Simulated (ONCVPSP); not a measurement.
Before and after: ONCV potential for carbon (C)

ONCVPSP 4.0.1 input, shortened (lines: element, Z, core and valence counts, functional; n l f; lmax; l rc ep ncon nbas qcut; lloc lpopt rc5 dvloc0; l nproj debl; icmod fcfact rcfact), LDA (Perdew-Wang 92), fully relativistic:

```
  C 6.00    1    2  -001012      upf
    1    0    2.00
    2    0    1.50
    2    1    2.50
    1
    0    1.20    0.00    5    8    6.30
    1    3.10    0.00    5    8    4.40
    4    5    0.85    0.00
    0    2    3.40
    1    2    3.10
    3    2.50    1.60
```

Open shells are filled in proportion to 2j + 1.

Change: s: rc 1.44.

Cutoffs: the cutoffs (Ha) at which the residual kinetic energy of the hardest occupied pseudo-wave falls to 1 and 0.1 mHa per electron; they do not see the model core or the augmentation charge, which bear on the density cutoff. Errors are all-electron minus pseudo energies relative to the spin-unpolarised reference configuration.

Question: How do hardness, ghosts and transferability respond?

Answer: The potential gets softer (20 Ha and 75 Ha → 17 Ha and 36 Ha); the errors of the 4 common tests hardly move; neither file shows a bound ghost. A larger radius leaves more room for a smooth pseudo-wave, so fewer plane waves are needed.

```csv
quantity,base,changed
"cutoff, loose",20 Ha,17 Ha
"cutoff, tight",75 Ha,36 Ha
loose cutoff by channel,"s 20 Ha, p 7.4 Ha","s 17 Ha, p 7.4 Ha"
bound ghosts,none,none
GHOST(+) flags under 300 eV,"p3/2 at 13.4 eV, p1/2 at 14.2 eV","p3/2 at 13.4 eV, p1/2 at 14.2 eV"
"error for 2s2 2p2, meV [ΔE -4.12 eV]",-7.8,-8.2
"error for 2s2 2p1, meV [ΔE 6.87 eV]",+255,+255
"error for 2s2 2p0, meV [ΔE 31.13 eV]",+1431,+1437
"error for 2s1 2p0, meV [ΔE 79.09 eV]",+2748,+2748
p3/2: phases at 3.15 bohr within 0.05 rad from the reference energy up to (Ha; the scan ends near 5),0.2,0.2
p1/2: phases at 3.15 bohr within 0.05 rad from the reference energy up to (Ha; the scan ends near 5),0.2,0.2
"rms error of d²Exc/dni dnj with the model core, mHa",8.79,8.72
```
